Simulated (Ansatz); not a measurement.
```xyz
10

F    -0.2686   -2.3788   -0.3918
C    -0.0764   -1.0868   -0.2587
C     0.7941   -0.2145   -0.7569
F     1.7919   -0.2651   -1.6115
C     0.2898    0.9046    0.0882
F    -0.2436    1.9757   -0.5880
C    -0.7679   -0.1021    0.6314
H     0.9789    1.2954    0.8410
H    -1.7834    0.1723    0.3421
H    -0.7148   -0.3006    1.7042
```

Total charge 0; spin multiplicity 1.

Q: List the CAM-B3LYP/def2-TZVPP orbital energies in eV (Ansatz). (Best estimate.)

A: Computed: Occupied: -674.86, -674.71, -673.61, -281.88, -281.83, -281.56, -279.85, -36.70, -36.46, -35.23, -27.06, -21.28, -20.79, -18.49, -18.13, -16.90, -16.83, -15.57, -15.38, -15.17, -14.70, -14.04, -13.51, -12.49, -11.57, -11.21, -8.98. Lowest empty: 1.38, 2.18, 2.59, 2.73, 3.68, 4.03, 4.86, 5.13.
